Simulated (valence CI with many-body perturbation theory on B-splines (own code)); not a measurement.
# Energy levels of Cs L

Method: configuration interaction combined with many-body perturbation theory (CI+MBPT): four valence electrons over a frozen Dirac-Fock core [He], radial functions for each j: 11 s, 11 p, 10 d, 8 f, 5 g, 2 h, with the one-electron correlation potential Σ1, the two-electron term Σ2, the three-electron term Σ3, Breit, model QED; selected CI, second order for the rest, scaled by the run's own slope (own B-spline code, finite nucleus).

No measured spectrum was set against this ion. As an estimate, large intervals hold to a few tenths of a per cent, small ones and those within an open d or f shell to about a per cent. Among the levels kept, up to 890 cm⁻¹ of a level comes from second order outside the variational space, and about a tenth of that is noise between levels of different J, which matters for small intervals.

Levels 46 to 90 of 208, with energies above the lowest level, (2s^2 2p1/2^2) J=0. "Leading %" is the weight of the configuration and term that name the level; weights of strongly mixed levels are sums over their largest components and can fall short, so below about 35 % the name and the second component can differ from the true leading terms, or belong to a minority configuration. In the jj column 3d3/2^4 stands for four electrons in 3d with j = 3/2. Lifetimes count E1, E2, E3, M1 and M2 decay at the calculated energies, and are blank where another channel may lead or the interval is too uncertain; long ones can be off by a factor of two.

| No. | Configuration | Term | J | E (eV) | Leading % | Lifetime | Second component | Leading jj |
| --- | --- | --- | --- | --- | --- | --- | --- | --- |
| 46 | 2s 2p2 3s | 3P | 1 | 5780.4 | 67 | 13.6 fs | 18 % 2s 2p2 3s 5P | 2s 2p1/2 2p3/2 3s (95 %) |
| 47 | 2s 2p2 3s | 3D | 3 | 5787.0 | 46 | 34.1 fs | 33 % 2s 2p2 3s 5P | 2s 2p1/2 2p3/2 3s (79 %) |
| 48 | 2s 2p2 3s | 3P | 2 | 5807.1 | 40 | 15.1 fs | 32 % 2s 2p2 3s 3D | 2s 2p1/2 2p3/2 3s (86 %) |
| 49 | 2s2 2p 3p | 1P | 1 | 5808.4 | 47 | 209 fs | 39 % 2s2 2p 3p 3S | 2s^2 2p3/2 3p3/2 (92 %) |
| 50 | 2s2 2p 3p | 3D | 3 | 5815.7 | 78 | 83.6 fs | 10 % 2s 2p2 3s 3D | 2s^2 2p3/2 3p3/2 (78 %) |
| 51 | 2s 2p2 3p | 5P° | 1 | 5820.6 | 39 | 20.0 fs | 31 % 2s 2p2 3p 5D° | 2s 2p1/2 2p3/2 3p1/2 (99 %) |
| 52 | 2s 2p2 3p | 5D° | 2 | 5829.3 | 47 | 9.69 fs | 19 % 2s 2p2 3p 3D° | 2s 2p1/2 2p3/2 3p1/2 (98 %) |
| 53 | 2s2 2p 3p | 3P | 2 | 5832.6 | 51 | 77.3 fs | 26 % 2s2 2p 3p 1D | 2s^2 2p3/2 3p3/2 (77 %) |
| 54 | 2s 2p2 3s | 3P | 0 | 5837.9 | 50 | 21.9 fs | 36 % 2s2 2p 3p 1S | 2s 2p1/2 2p3/2 3s (50 %) |
| 55 | 2s 2p2 3s | 3D | 1 | 5850.2 | 62 | 14.6 fs | 18 % 2s 2p2 3s 3P | 2s 2p1/2 2p3/2 3s (97 %) |
| 56 | 2s 2p2 3s | 3P | 1 | 5853.5 | 52 | 18.7 fs | 23 % 2s 2p2 3s 1P | 2s 2p1/2 2p3/2 3s (94 %) |
| 57 | 2s 2p2 3p | 3D° | 3 | 5853.6 | 31 | 4.75 fs | 24 % 2s 2p2 3p 3F° | 2s 2p1/2 2p3/2 3p1/2 (94 %) |
| 58 | 2s 2p2 3s | 1D | 2 | 5856.9 | 31 | 24.5 fs | 29 % 2s 2p2 3s 3D | 2s 2p1/2 2p3/2 3s (90 %) |
| 59 | 2s 2p2 3s | 3P | 0 | 5862.1 | 48 | 23.2 fs | 33 % 2s2 2p 3p 1S | 2s^2 2p3/2 3p3/2 (50 %) |
| 60 | 2s2 2p 3d | 3D° | 2 | 5873.4 | 36 | 2.34 fs | 25 % 2s2 2p 3d 1D° | 2s^2 2p3/2 3d3/2 (76 %) |
| 61 | 2s 2p2 3p | 3P° | 2 | 5879.4 | 33 | 12.7 fs | 16 % 2s 2p2 3p 5S° | 2s 2p1/2 2p3/2 3p1/2 (81 %) |
| 62 | 2s2 2p 3d | 3F° | 3 | 5882.7 | 48 | 3.35 fs | 23 % 2s2 2p 3d 1F° | 2s^2 2p3/2 3d3/2 (87 %) |
| 63 | 2s2 2p 3d | 3P° | 1 | 5882.8 | 56 | 1.74 fs | 33 % 2s2 2p 3d 3D° | 2s^2 2p3/2 3d3/2 (92 %) |
| 64 | 2s2 2p 3d | 3P° | 0 | 5884.1 | 91 | 2.05 fs | 4 % 2s 2p2 3p 3P° | 2s^2 2p3/2 3d3/2 (91 %) |
| 65 | 2s2 2p 3d | 3F° | 4 | 5897.2 | 97 | 33.6 ps |  | 2s^2 2p3/2 3d5/2 (97 %) |
| 66 | 2s 2p2 3p | 3F° | 2 | 5905.7 | 29 | 6.71 fs | 18 % 2s2 2p 3d 1D° | 2s 2p1/2 2p3/2 3p1/2 (60 %) |
| 67 | 2s 2p2 3p | 3P° | 0 | 5905.9 | 42 | 100 fs | 26 % 2s 2p2 3p 1S° | 2s 2p1/2 2p3/2 3p1/2 (89 %) |
| 68 | 2s 2p2 3p | 3D° | 1 | 5906.1 | 58 | 34.2 fs | 14 % 2s 2p2 3p 3P° | 2s 2p1/2 2p3/2 3p1/2 (91 %) |
| 69 | 2s2 2p 3d | 3P° | 2 | 5907.7 | 31 | 4.06 fs | 18 % 2s 2p2 3p 3F° | 2s^2 2p3/2 3d5/2 (56 %) |
| 70 | 2s2 2p 3d | 3D° | 3 | 5920.1 | 52 | 1.33 fs | 44 % 2s2 2p 3d 1F° | 2s^2 2p3/2 3d5/2 (89 %) |
| 71 | 2s2 2p 3d | 1P° | 1 | 5927.7 | 63 | 2.01 fs | 22 % 2s2 2p 3d 3P° | 2s^2 2p3/2 3d5/2 (96 %) |
| 72 | 2s 2p2 3p | 5D° | 3 | 5932.5 | 50 | 36.2 fs | 33 % 2s 2p2 3p 5P° | 2s 2p1/2 2p3/2 3p3/2 (97 %) |
| 73 | 2s 2p2 3p | 3D° | 1 | 5936.1 | 33 | 8.17 fs | 12 % 2s 2p2 3p 3S° | 2s 2p1/2 2p3/2 3p1/2 (75 %) |
| 74 | 2s 2p2 3p | 5P° | 1 | 5940.3 | 25 | 13.8 fs | 25 % 2s 2p2 3p 3P° | 2s 2p1/2 2p3/2 3p3/2 (74 %) |
| 75 | 2s 2p2 3p | 3D° | 2 | 5950.0 | 47 | 9.24 fs | 18 % 2s 2p2 3p 5S° | 2s 2p1/2 2p3/2 3p3/2 (98 %) |
| 76 | 2s 2p2 3p | 3P° | 0 | 5960.8 | 85 | 5.37 fs | 12 % 2s 2p2 3p 5D° | 2s 2p1/2 2p3/2 3p3/2 (98 %) |
| 77 | 2s 2p2 3p | 3F° | 4 | 5964.6 | 56 | 2.01 ps | 43 % 2s 2p2 3p 5D° | 2s 2p1/2 2p3/2 3p3/2 (98 %) |
| 78 | 2s 2p2 3p | 3P° | 2 | 5970.6 | 49 | 9.43 fs | 20 % 2s 2p2 3p 1D° | 2s 2p1/2 2p3/2 3p3/2 (95 %) |
| 79 | 2s 2p2 3p | 1P° | 1 | 5979.0 | 38 | 5.55 fs | 18 % 2s 2p2 3p 3P° | 2s 2p1/2 2p3/2 3p3/2 (92 %) |
| 80 | 2s 2p2 3p | 3D° | 3 | 5983.4 | 50 | 9.71 fs | 26 % 2s 2p2 3p 1F° | 2s 2p1/2 2p3/2 3p3/2 (98 %) |
| 81 | 2s 2p2 3d | 5F | 2 | 5990.9 | 45 | 6.79 fs | 16 % 2s 2p2 3d 3P | 2s 2p1/2 2p3/2 3d3/2 (99 %) |
| 82 | 2s 2p2 3d | 5D | 1 | 5992.1 | 52 | 8.93 fs | 21 % 2s 2p2 3d 5F | 2s 2p1/2 2p3/2 3d3/2 (99 %) |
| 83 | 2s 2p2 3d | 5D | 0 | 5992.5 | 85 | 36.9 fs | 14 % 2s 2p2 3d 3P | 2s 2p1/2 2p3/2 3d3/2 (99 %) |
| 84 | 2s 2p2 3d | 5F | 3 | 5997.9 | 57 | 6.94 fs | 11 % 2s 2p2 3d 3F | 2s 2p1/2 2p3/2 3d3/2 (91 %) |
| 85 | 2s 2p2 3p | 3D° | 2 | 6013.0 | 30 | 19.2 fs | 23 % 2s 2p2 3p 3P° | 2s 2p1/2 2p3/2 3p3/2 (79 %) |
| 86 | 2s 2p2 3d | 5F | 4 | 6015.2 | 59 | 104 fs | 26 % 2s 2p2 3d 5D | 2s 2p1/2 2p3/2 3d5/2 (86 %) |
| 87 | 2s 2p2 3p | 3D° | 3 | 6021.9 | 41 | 14.7 fs | 38 % 2s 2p2 3p 3F° | 2s 2p1/2 2p3/2 3p3/2 (99 %) |
| 88 | 2s 2p2 3d | 3F | 4 | 6025.0 | 41 | 722 fs | 26 % 2s 2p2 3d 5D | 2s 2p1/2 2p3/2 3d3/2 (76 %) |
| 89 | 2s 2p2 3p | 3P° | 1 | 6026.9 | 31 | 15.6 fs | 23 % 2s 2p2 3p 3S° | 2s 2p1/2 2p3/2 3p3/2 (79 %) |
| 90 | 2s 2p2 3d | 3F | 3 | 6028.7 | 31 | 2.64 fs | 27 % 2s 2p2 3d 5P | 2s 2p1/2 2p3/2 3d3/2 (74 %) |
